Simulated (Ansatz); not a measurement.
Reaction (formal exchange of groups at a B–In bond): `[InH2][B]1CN1` + SiH₄ → `[SiH3]B1CN1` + `[InH3]`

Calculated with Ansatz (gas phase, PBE0-D4/def2-TZVP geometries, no zero-point term in ΔE). CBS: MP2 limit from def2 TZ/QZ plus the TZ coupled-cluster correction, frozen cores. This one scheme is used for every species. Functionals use def2-TZVPP. def2 core potentials past Kr. For In outer-core shells are correlated without core-valence functions, which leaves a few kJ/mol of doubt a bond.

| level | ΔE (kJ/mol) | difference from CCSD(T)/CBS |
| --- | --- | --- |
| PBE-D4 | 8.8 | -9.5 |
| B97M-V | -1.6 | -19.9 |
| PBE0-D4 | 9.3 | -9.0 |
| CAM-B3LYP-D4 | 10.5 | -7.8 |
| ωB97M-V | 13.5 | -4.8 |
| B2PLYP | 15.7 | -2.6 |
| revPBE | 9.8 | -8.5 |
| PBE0 | 9.8 | -8.5 |
| r2SCAN0 | 11.2 | -7.1 |
| BHLYP | 12.1 | -6.2 |
| MP2/def2-SVP | 14.2 | -4.1 |
| CCSD(T)/def2-SVP | 12.7 | -5.6 |
| MP2/def2-TZVPP | 24.2 | 5.9 |
| CCSD/def2-TZVPP | 17.7 | -0.6 |
| SCS-MP2/def2-QZVPP | 22.3 | 4.0 |
| HF/CBS(def2) | 12.0 | -6.3 |
| CCSD(T)/CBS | 18.3 | 0 |

Largest T1 diagnostic among the species: 0.015.

Leaving LDA and LC-ωPBE aside and taking each functional with its dispersion term where it has one, the values spread over 17.3 kJ/mol, from B97M-V to B2PLYP. At CCSD(T), def2-SVP lies −5.6 kJ/mol from the extrapolated value and def2-TZVPP −0.2 kJ/mol. In def2-TZVPP, CCSD(T) changes the Hartree–Fock value by +6.4 kJ/mol (the triples alone add +0.4 kJ/mol) and MP2 by +12.5 kJ/mol.
